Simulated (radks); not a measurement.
Isoelectronic series with 46 electrons, each ion in its NIST ground configuration. Method: scalar-relativistic Kohn-Sham, PBEsol, spin-polarised, spherical densities, finite nucleus; Fermi nuclear charge, rms radius of each element as measured or else 0.836 A^(1/3) + 0.57 fm; computed with a radial shooting solver on a logarithmic mesh with Libxc functionals. Total energies (hartree) and mean radii <r> (bohr):

| ion | configuration | E (hartree) | 4d | 4p | 4s | 3d |
|---|---|---|---|---|---|---|
| Pd | [Kr] 4d10 | -5043.33531 | 1.589 | 1.044 | 0.9467 | 0.3578 |
| Cd2+ | [Kr] 4d10 | -5590.95439 | 1.252 | 0.9601 | 0.8794 | 0.3348 |
| Sn4+ | [Kr] 4d10 | -6170.87677 | 1.069 | 0.8835 | 0.8178 | 0.3147 |
| Te6+ | [Kr] 4d10 | -6783.24300 | 0.9443 | 0.8165 | 0.7626 | 0.2968 |
| Xe8+ | [Kr] 4d10 | -7428.32081 | 0.8507 | 0.7585 | 0.7134 | 0.2808 |
| Ba10+ | [Kr] 4d10 | -8106.4302 | 0.7766 | 0.7079 | 0.6696 | 0.2664 |
| Ce12+ | [Kr] 4d10 | -8817.9438 | 0.7159 | 0.6637 | 0.6305 | 0.2534 |
| Nd14+ | [Kr] 4d10 | -9563.2713 | 0.6648 | 0.6246 | 0.5954 | 0.2415 |
| Sm16+ | [Kr] 4d10 | -10342.8277 | 0.6212 | 0.5898 | 0.5638 | 0.2307 |
| Gd18+ | [Kr] 4d10 | -11157.1422 | 0.5833 | 0.5586 | 0.5351 | 0.2208 |
| Dy20+ | [Kr] 4d10 | -12006.7209 | 0.5500 | 0.5306 | 0.5089 | 0.2117 |
| Er22+ | [Kr] 4d10 | -12892.1368 | 0.5205 | 0.5051 | 0.4850 | 0.2033 |
| Yb24+ | [Kr] 4d10 | -13813.9666 | 0.4941 | 0.4820 | 0.4631 | 0.1955 |
| Hf26+ | [Kr] 4d10 | -14772.8810 | 0.4704 | 0.4608 | 0.4429 | 0.1883 |
| W28+ | [Kr] 4d10 | -15769.5770 | 0.4489 | 0.4414 | 0.4241 | 0.1816 |
| Os30+ | [Kr] 4d10 | -16804.7646 | 0.4293 | 0.4234 | 0.4068 | 0.1753 |
| Pt32+ | [Kr] 4d10 | -17879.2978 | 0.4114 | 0.4068 | 0.3906 | 0.1694 |
| Hg34+ | [Kr] 4d10 | -18993.9804 | 0.3949 | 0.3914 | 0.3754 | 0.1639 |
